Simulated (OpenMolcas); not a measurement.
A run on neutral strontium.

```yaml
Program: OpenMolcas 26.06
Method: "SS-CASPT2, IPEA 0 Eh, no level shift (closed shells correlated: 4s 4p)"
Basis: ANO-RCC-VQZP [8s7p4d2f1g]
Scalar_Hamiltonian: DKH2, point nucleus
Active_space: 2 electrons in 8 orbitals (5s 5p 6s 6p)
State_averaging: 2S+1 = 3 even, 3 roots; 2S+1 = 1 even, 6 roots; 2S+1 = 3 odd, 3 roots; 2S+1 = 1 odd, 3 roots
Spin-orbit_coupling: RASSI with atomic mean-field integrals over the reference wave functions, term energies averaged over their components
```

First CASPT2 step and the start of its output:

```
&CASPT2
Multistate=3 1 2 3
Frozen=8 6
IPEA=0.0
MaxIter=60
WThr=0.0 0.3 0.05
PrWF=0.5
NoMix
```

```
--- CASPT2 ---
Orbital specifications:
      -----------------------

      Symmetry species                           1   2
                                                ag  au
      Frozen orbitals                            8   6
      Inactive orbitals                          1   3
      Active orbitals                            2   6
      Secondary orbitals                        26  20
      Deleted orbitals                           0   0
      Number of basis functions                 37  35
Type of calculation                        MS-CASPT2
      Fock operator                              state-specific
      IPEA shift                                 0.00
      Real shift                                 0.00
      Imaginary shift                            0.00
      The input orbitals will be transformed to quasi-canonical
Reference energy:       -3176.8987589483
      E2 (Non-variational):      -0.2188183643
      E2 (Variational):          -0.2188183599
      Total energy:           -3177.1175773082
      Residual norm:              0.0000001966
      Reference weight:           0.92627
      Contributions to the CASPT2 correlation energy
      Active & Virtual Only:         -0.0054007001
      One Inactive Excited:          -0.0170510218
      Two Inactive Excited:          -0.1963666424
Reference energy:       -3176.8987589483
      E2 (Non-variational):      -0.2188183643
      E2 (Variational):          -0.2188183599
      Total energy:           -3177.1175773082
      Residual norm:              0.0000001966
      Reference weight:           0.92627
      Contributions to the CASPT2 correlation energy
      Active & Virtual Only:         -0.0054007001
      One Inactive Excited:          -0.0170510218
...
```

Over all roots the printed reference weights run from 0.64 to 0.94, and roots that are degenerate in the reference spread by up to 1.8 cm-1.

Q: Did the run give usable levels, and if not, why?

A: No. The equations converged, but the reference weight falls to 0.64 for at least one root against 0.94 for the best. A drop of that size marks an intruder state, so the energies of such roots and the levels built on them can't be trusted.
